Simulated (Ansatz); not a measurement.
C2H7AlOSi (`O/C=[C](\[AlH2])[SiH3]`), relaxed with RKS PBE-D4/def2-SVP in Ansatz from a rough embedded geometry. The force threshold is 0.03 eV/Å; the program also tests the step.

Charge 0, multiplicity 1.

Start:

```xyz
12

O     2.179    0.945    0.662
C     1.424    0.298   -0.241
C     0.107    0.059   -0.062
Al   -0.928    0.504    1.446
Si   -0.790   -0.937   -1.376
H     1.824    1.388    1.547
H     1.944   -0.061   -1.158
H    -2.476    0.111    1.532
H    -0.284    1.334    2.746
H    -0.123   -0.758   -2.663
H    -2.165   -0.501   -1.418
H    -0.713   -2.381   -1.014
```

```csv
step,energy (eV),largest force (eV/Å),largest move (Å)
1,-18687.5758,2.772,0.000
2,-18688.0374,1.281,0.127
3,-18688.0907,0.652,0.119
4,-18688.1188,0.619,0.086
5,-18688.1368,0.265,0.033
6,-18688.1421,0.078,0.041
7,-18688.1465,0.141,0.074
8,-18688.1485,0.165,0.069
9,-18688.1506,0.079,0.073
10,-18688.1523,0.088,0.066
11,-18688.1539,0.089,0.051
12,-18688.1552,0.049,0.040
13,-18688.1560,0.038,0.057
14,-18688.1562,0.043,0.035
15,-18688.1563,0.015,0.007
```

End:

```xyz
12

O     2.102    1.122    0.633
C     1.339    0.416   -0.218
C     0.044   -0.003   -0.040
Al   -0.883    0.432    1.602
Si   -0.755   -0.980   -1.420
H     1.574    1.309    1.447
H     1.925    0.200   -1.136
H    -2.386    0.014    1.931
H    -0.004    1.283    2.662
H     0.213   -1.144   -2.568
H    -1.996   -0.297   -1.938
H    -1.174   -2.353   -0.957
```

Run time 18 s (4 threads of an Arm Neoverse V2 on a shared host); peak host memory 0.16 GiB.
